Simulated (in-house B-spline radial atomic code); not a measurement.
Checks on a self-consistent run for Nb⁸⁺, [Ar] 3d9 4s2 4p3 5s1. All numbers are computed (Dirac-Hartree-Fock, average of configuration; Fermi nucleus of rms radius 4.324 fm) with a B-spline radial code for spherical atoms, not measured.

| orbital | q | ε (Eh) | <1/r> | <r²> | small-component weight |
| --- | --- | --- | --- | --- | --- |
| 1s1/2 | 2 | -708.27434 | 42.4016 | 0.00175639 | 0.02233 |
| 2s1/2 | 2 | -107.21904 | 9.65932 | 0.0292115 | 0.004588 |
| 2p1/2 | 2 | -98.58172 | 9.59611 | 0.0222281 | 0.0045574 |
| 2p3/2 | 4 | -95.03649 | 9.16505 | 0.0235828 | 0.0044171 |
| 3s1/2 | 2 | -23.87265 | 3.33476 | 0.21659 | 0.0012435 |
| 3p1/2 | 2 | -20.53378 | 3.22163 | 0.216033 | 0.001181 |
| 3p3/2 | 4 | -19.92112 | 3.1216 | 0.225451 | 0.0011463 |
| 3d3/2 | 3.6 | -14.22955 | 2.93382 | 0.208539 | 0.0010325 |
| 3d5/2 | 5.4 | -14.11556 | 2.90774 | 0.211528 | 0.001022 |
| 4s1/2 | 2 | -7.30559 | 1.3032 | 1.22456 | 0.00032351 |
| 4p1/2 | 1 | -6.28695 | 1.22324 | 1.36733 | 0.00029532 |
| 4p3/2 | 2 | -6.17441 | 1.19796 | 1.41148 | 0.00028871 |
| 5s1/2 | 1 | -3.32652 | 0.645483 | 4.79681 | 0.00012098 |

Electron-electron repulsion V_ee = 1249.9576 hartree.

(1) What total energy follows from the eigenvalues?

(2) Does the Dirac virial theorem hold?

(3) What diamagnetic shielding (Lamb formula) and susceptibility (Langevin formula) do the radii give?

Answers

(1) The eigenvalues count the repulsion twice, so E = Σqε - V_ee = -2540.817 - 1249.958 = -3790.775 hartree; the run printed -3790.775.

(2) For a point nucleus E = -2c²Σq·w, with w the small-component weight. Here Σq·w = 0.10093 and c = 137.0360, so the ratio E/(-2c²Σq·w) is 1.000024; the finite nucleus accounts for the departure from 1.

(3) σ = (α²/3)Σq<1/r> = 218.708/(3·137.036²) = 3882.2 ppm, and χ = -0.79199×10⁻⁶·Σq<r²> = -12.12×10⁻⁶ cm³/mol with Σq<r²> = 15.297 bohr². Both are non-relativistic formulas without the paramagnetism of open shells.
